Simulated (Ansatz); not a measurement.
A run of Ansatz (development build ahead of 0.2.0) on doublet Br at this shape:

A single Br atom.

Its results:

```yaml
Converged: yes
Reference_energy: -2572.39810 hartree
Correlation_energy: -0.24521 hartree
Total_energy: -2572.64331 hartree
Spin_squared_of_the_determinant: 0.759
```

Task: Which input gives this output? Name the method, the orbitals and the basis set, and write the input.

Result: UHF-MP2 in def2-TZVP.

```yaml
crystal:
  periodic: [false, false, false]
  atoms:
    - { symbol: Br, position_ang: [0.0, 0.0, 0.0] }
basis:
  gaussian: { orbitals: def2-TZVP }
magnetization:
  spin_polarized: true
  initial_magnetization: 1
hamiltonian:
  xc: hf
correlation:
  method: mp2
  frozen_orbitals: { Br: 9 }
```
